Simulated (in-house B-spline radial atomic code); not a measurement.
Ionising Zr⁷⁺ with different functionals

Computed with a B-spline radial code for spherical atoms: four-component Dirac-Coulomb Hamiltonian, Fermi nucleus of rms radius 4.2694 fm, spin-restricted, spherical fractional occupations for the functionals. The ionisation energy is the difference of two self-consistent energies, [Ar] 3d10 4s2 4p3 → [Ar] 3d10 4s2 4p2, without Breit or QED terms; ε is the level of the shell that loses the electron (mean over j). The electron is taken from both j subshells in proportion to 2j + 1, so the result is a j average, not the step between ground levels.

Hybrids are left out here: with spherical fractional occupations of an open shell their exact exchange keeps a self-interaction that integer-occupation calculations don't have.

```
           method  rung  ΔSCF (eV)  -ε(4p) (eV)
         LDA VWN5   LDA          ?            ?
 relativistic LDA   LDA     133.43       124.31
         LDA PW92   LDA     133.48       124.36
LDA exchange-only   LDA     131.70       122.58
              PBE   GGA     133.13       124.06
           PBEsol   GGA     133.18       124.10
             BLYP   GGA     133.07       123.96
             RPBE   GGA          ?            ?
             PW91   GGA     133.29       124.20
             BP86   GGA     133.32       124.23
             AM05   GGA     133.19       124.11
             OLYP   GGA     133.29       124.27
```

Task: What does LDA VWN5 give?

Result: ΔSCF 133.49 eV, and -ε(4p) = 124.37 eV.

Task: What does RPBE give?

Result: ΔSCF 133.04 eV, and -ε(4p) = 124.00 eV.

Task: How do they compare with the NIST value?

Result: NIST lists 133.7 eV ± 0.5 (semi-empirical, ground level to ground level). Errors run from -2.00 to -0.21 eV; LDA VWN5 is closest (-0.21 eV), though others lie within the uncertainty of it, and part of that can be cancellation, since the calculations leave out Breit-QED terms, spin polarisation, the choice among j levels, multiplet and fine-structure energies.
